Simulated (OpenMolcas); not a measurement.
## Cr2+: moving the ligands

Cr2+ with 6 ligands (fluoride) in octahedral coordination (Oh) at 2.11 Å. A charge of +0.667 e stands 2.6 Å behind each ligand. Ligand basis ANO-RCC-VDZP.
```
Cr    0.0000    0.0000    0.0000
F     2.1100    0.0000    0.0000
F     0.0000    2.1100    0.0000
F    -2.1100    0.0000    0.0000
F     0.0000   -2.1100    0.0000
F     0.0000    0.0000    2.1100
F     0.0000    0.0000   -2.1100
```

```yaml
Program: OpenMolcas 26.06
Method: CASSCF
Basis: ANO-RCC-VDZP [5s4p2d1f]
Scalar_Hamiltonian: DKH2, point nucleus
Active_space: 4 electrons in 5 orbitals (3d)
State_averaging: 2S+1 = 5 even, 5 roots; 2S+1 = 3 even, 45 roots; 2S+1 = 1 even, 50 roots
Spin-orbit_coupling: state interaction with AMFI integrals over the reference wave functions
```

Runs around this geometry, states (labels of O, the rotations of Oh). Energies in cm-1 above the lowest state or level, χT in cm3 K/mol; 10Dq and B are least-squares fits to the states below 45000 cm-1, weighted by degeneracy, with a free offset, and given where the rms deviation is under 5 % of |10Dq| (or 100 cm-1) and under 700 cm-1.

```csv
R (Å),Ground state,First state of that spin,10Dq,B (rms of fit),First gap with spin-orbit (degeneracies),χT at 300 K,First state of another spin
1.99,5E,5T2 10617,10972,1008 (157),"5.3 (1, 3)",2.966,3T1 11510
2.11,5E,5T2 7524,7885,1012 (129),"5.8 (1, 3)",2.949,3T1 14264
2.22,5E,5T2 5515,,,"6.9 (1, 3)",2.927,3T1 15980
```

Taking the first state of the same spin as R^-n, n = -ln(5515 / 10617) / ln(2.22 / 1.99) = 6.0 between the shortest and longest distance.

An orbital doublet at a regular site is open to a Jahn-Teller distortion, which this geometry leaves out. Without dynamic correlation the repulsion within the d shell is too large (B by tens of per cent), so at a given field states of lower spin stand too high. Ligand-to-metal charge-transfer states are missing. With no ligand orbital active B as a rule stays too high, so bands that hang on it stand too high and its fall with covalency is understated. With metal d orbitals alone and no dynamic correlation the field as a rule comes out too small, by tens of per cent, by up to half for chloride and softer ligands. No measured value stands beside these numbers; the geometry was imposed, not optimised, and the real ion may take another.
